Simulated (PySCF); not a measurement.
# Dipole moment and polarisability of GeBrMe3

Compound: GeBrMe3, C3H9BrGe.
Structure used (PBE0-D3(BJ)/def2-SVP), in Å, numbered top down from 1:
```xyz
14
C3H9BrGe angstrom
Ge     0.0037   -0.0020    0.3759
Br     0.0399    0.0118    2.7167
C      1.8617   -0.0147   -0.2007
H      2.3933    0.8563    0.2078
H      1.9129    0.0211   -1.3000
H      2.3625   -0.9287    0.1483
C     -0.9268    1.6180   -0.1682
H     -1.9582    1.6111    0.2116
H     -0.9534    1.6852   -1.2667
H     -0.4119    2.5043    0.2286
C     -0.9469   -1.6157   -0.1497
H     -1.9772   -1.5936    0.2323
H     -0.4413   -2.5032    0.2549
H     -0.9776   -1.6937   -1.2477
```

Level: PBE0/def2-SVPD (PySCF), static field, nuclei fixed, core orbitals frozen in the response. The polarisability tensor in these axes (au):

```
x   86.50  0.01  0.16
y    0.01 86.51  0.05
z    0.16  0.05 97.42
```

Task: What are the eigenvalues, a third of the trace, and Δα (Δα² = ½Σ(αi − αj)² over the three pairs)?

Result: Principal values 86.49, 86.52 and 97.43 au; mean 90.14 au = 13.36 Å³ = 14.86 × 10⁻⁴⁰ C²·m²/J; Δα = 10.92 au (12 % of the mean).

Task: What is the dipole moment, and where does it point?

Result: (-0.05, -0.02, -2.98) D, 2.98 D in size, pointing from the negative to the positive side. Measured along this direction, the outermost atoms are Br2 at the negative end and H14, H5 and H9 at the positive end.

Task: Find the Langevin capture rate constant for H3O+ (19.018 u) meeting this molecule (197.910 u), k = 2.342 × 10⁻⁹ cm³/s × √(α in Å³ / reduced mass in u).

Result: The reduced mass is 17.35 u, so k = 2.05 × 10⁻⁹ cm³/s. The formula leaves out the permanent dipole, which adds to the capture rate.

Task: Rayleigh depolarisation ratio (linearly polarised light, static tensor)?

Result: ρ = 3Δα²/(45ᾱ² + 4Δα²) = 358.0/(365667 + 477.4) = 0.000978.

Task: Estimate the molar refractivity from the static electronic polarisability.

Result: Lorentz–Lorenz: R = (4π/3)N_A α = 2.5225 cm³/(mol·Å³) × 13.36 Å³ = 33.7 cm³/mol, in the limit of long wavelengths.

Task: Orientational against electronic polarisability at 500 K (dilute gas, rigid molecules)?

Result: In Gaussian units μ²/3kT = 42.92 Å³ against 13.36 Å³, a ratio of 3.21; the Debye molar polarisation (4π/3)N_A(α + μ²/3kT) is 142.0 cm³/mol, leaving out the vibrational part.

Geometry: PBE0-D3(BJ)/def2-SVP; no solvent, vibrations or thermal averaging. The calculation is non-relativistic, for germanium and bromine too.

These values come from a run that also computed excited states. The run took 70 s (with the writing of density and orbital grids) on one thread of an Arm Neoverse V1, on a shared host, and the process peaked at 1.1 GiB of memory.
